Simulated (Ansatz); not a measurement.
Gas-phase electronic energies from Ansatz, PBE0-D4/def2-TZVP geometries. CCSD(T)/CBS adds triple-zeta CCSD(T) − MP2 to the extrapolated MP2 energy (def2 sets, frozen cores). Functionals use def2-TZVPP. B3LYP here is the variant with VWN-RPA as its local correlation; programs differ in this. For Ga outer-core shells are correlated without core-valence functions, which leaves a few kJ/mol of doubt a bond. Scalar relativity is left out up to krypton. One conformer a species, not always the lowest.

Reaction (redistribution): `FB1[SiH2][SiH2]1` + `[NH2][Ga]([NH2])[SH]` → `SB1[SiH2][SiH2]1` + `[NH2][Ga]([NH2])[F]`

| level | ΔE (kcal/mol) | difference from CCSD(T)/CBS |
| --- | --- | --- |
| BLYP-D4 | 2.4 | 0.3 |
| B3LYP-D4 | 2.7 | 0.6 |
| r2SCANh-D4 | 1.6 | -0.5 |
| r2SCAN0-D4 | 1.9 | -0.2 |
| PBE-QIDH | 1.1 | -1.0 |
| r2SCAN | 1.5 | -0.6 |
| B3LYP | 3.1 | 1.0 |
| r2SCAN0 | 1.9 | -0.2 |
| BHLYP | 3.4 | 1.3 |
| CAM-B3LYP | 3.1 | 1.0 |
| LC-ωPBE | 1.5 | -0.6 |
| MP2/def2-SVP | -1.5 | -3.6 |
| CCSD/def2-SVP | 0.3 | -1.8 |
| MP2/def2-TZVPP | -0.3 | -2.4 |
| HF/def2-QZVPP | 4.2 | 2.1 |
| HF/CBS(def2) | 4.2 | 2.1 |
| CCSD(T)/CBS | 2.1 | 0 |

Largest T1 diagnostic among the species: 0.018.

At CCSD(T), def2-SVP lies −2.1 kcal/mol from the extrapolated value and def2-TZVPP −0.4 kcal/mol. Leaving LDA and LC-ωPBE aside and taking each functional with its dispersion term where it has one, the values, not all of them listed here, spread over 2.0 kcal/mol, from PBE-QIDH to BHLYP-D4.
